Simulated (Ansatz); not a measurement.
Reaction (redistribution): `[CH3][SnH]([OH])[SH]` + `C[SiH2][SiH](F)F` → `[CH3][SnH]([F])[SH]` + `C[SiH2][SiH](O)F`

Isolated molecules relaxed with PBE0-D4/def2-TZVP in Ansatz; ΔE leaves out vibrations. CCSD(T)/CBS is the MP2 limit (def2-TZVPP, def2-QZVPP) plus CCSD(T) − MP2 in def2-TZVPP, frozen cores. DFT in def2-TZVPP. B3LYP here is the variant with VWN-RPA as its local correlation; programs differ in this. HSE06 is defined as in plane-wave codes. Elements past krypton have def2 core potentials. For Sn outer-core shells are correlated without core-valence functions, which leaves a few kJ/mol of doubt a bond. Each species was taken in one conformer, which may not be the lowest.

`[CH3][SnH]([OH])[SH]`:

Z-matrix (Å, degrees):
```
C
Sn 1 2.121
H 1 1.089 2 110.2
H 1 1.090 2 109.3 3 120.6
H 1 1.090 2 108.8 3 -120.2
O 2 1.968 1 102.9 3 176.9
S 2 2.405 1 113.0 3 60.6
H 2 1.709 1 117.6 3 -62.3
H 6 0.960 2 113.0 1 -166.3
H 7 1.344 2 93.2 1 47.6
```

`C[SiH2][SiH](F)F`:

```xyz
11

C    -0.142   -0.762    1.549
Si   -0.702   -0.517   -0.222
Si    0.629    1.081   -1.301
F     0.557    2.460   -0.498
F     2.156    0.615   -1.260
H    -0.211    0.174    2.106
H    -0.764   -1.507    2.050
H     0.895   -1.102    1.580
H    -2.114   -0.046   -0.285
H    -0.608   -1.783   -1.001
H     0.306    1.386   -2.716
```

`[CH3][SnH]([F])[SH]`:

Z-matrix (Å, degrees):
```
C
Sn 1 2.121
H 1 1.090 2 110.0
H 1 1.090 2 108.7 3 120.1
H 1 1.090 2 109.3 3 -120.6
F 2 1.929 1 103.6 3 -177.3
S 2 2.387 1 112.6 3 -62.0
H 2 1.701 1 119.6 3 66.6
H 7 1.344 2 93.2 1 -34.8
```

`C[SiH2][SiH](O)F`:

Z-matrix (Å, degrees):
```
C
Si 1 1.875
H 1 1.092 2 110.3
H 1 1.092 2 110.6 3 -119.7
H 1 1.092 2 110.8 3 120.2
Si 2 2.340 1 110.8 3 58.4
H 2 1.490 1 111.0 3 -61.5
H 2 1.490 1 111.0 3 179.0
F 6 1.607 2 109.5 1 65.6
O 6 1.640 2 106.5 1 -52.7
H 6 1.489 2 116.2 1 -176.0
H 10 0.959 6 118.8 2 -171.1
```

```
             level  ΔE (kcal/mol)  difference from CCSD(T)/CBS
            PBE-D4           -0.2                         -1.1
         revPBE-D4           -0.3                         -1.2
           BLYP-D4           -0.2                         -1.1
         r2SCAN-D4            0.0                         -0.9
            B97M-V           -0.4                         -1.3
           PBE0-D4           -0.1                         -1.0
          B3LYP-D4           -0.2                         -1.1
        r2SCANh-D4            0.0                         -0.9
        r2SCAN0-D4            0.0                         -0.9
          BHLYP-D4           -0.1                         -1.0
      CAM-B3LYP-D4           -0.4                         -1.3
           ωB97X-V           -0.3                         -1.2
            B2PLYP            0.5                         -0.4
               PBE           -0.2                         -1.1
            revPBE           -0.2                         -1.1
              BLYP           -0.2                         -1.1
            r2SCAN            0.0                         -0.9
              PBE0           -0.1                         -1.0
             B3LYP           -0.2                         -1.1
           r2SCANh            0.0                         -0.9
           r2SCAN0            0.0                         -0.9
             HSE06           -0.1                         -1.0
             BHLYP           -0.2                         -1.1
         CAM-B3LYP           -0.4                         -1.3
           LC-ωPBE           -0.7                         -1.6
RPA@PBE/def2-TZVPP            1.6                          0.7
       HF/def2-SVP           -2.3                         -3.2
     CCSD/def2-SVP           -1.2                         -2.1
  CCSD(T)/def2-SVP           -1.0                         -1.9
     HF/def2-TZVPP           -0.1                         -1.0
    MP2/def2-TZVPP            1.7                          0.8
SCS-MP2/def2-TZVPP            1.5                          0.6
   CCSD/def2-TZVPP            1.2                          0.3
CCSD(T)/def2-TZVPP            1.3                          0.4
     HF/def2-QZVPP           -0.2                         -1.1
    MP2/def2-QZVPP            1.4                          0.5
SCS-MP2/def2-QZVPP            1.2                          0.3
      HF/CBS(def2)           -0.2                         -1.1
     MP2/CBS(def2)            1.3                          0.4
    CCSD/CBS(def2)            0.8                         -0.1
       CCSD(T)/CBS            0.9                            0
```

Largest T1 diagnostic among the species: 0.013.

At CCSD(T), def2-SVP lies −2.0 kcal/mol from the extrapolated value and def2-TZVPP +0.4 kcal/mol. In def2-TZVPP, CCSD(T) changes the Hartree–Fock value by +1.4 kcal/mol (the triples alone add +0.1 kcal/mol) and MP2 by +1.8 kcal/mol. Leaving LDA and LC-ωPBE aside and taking each functional with its dispersion term where it has one, the values, not all of them listed here, spread over 1.0 kcal/mol, from B97M-V to PBE-QIDH.
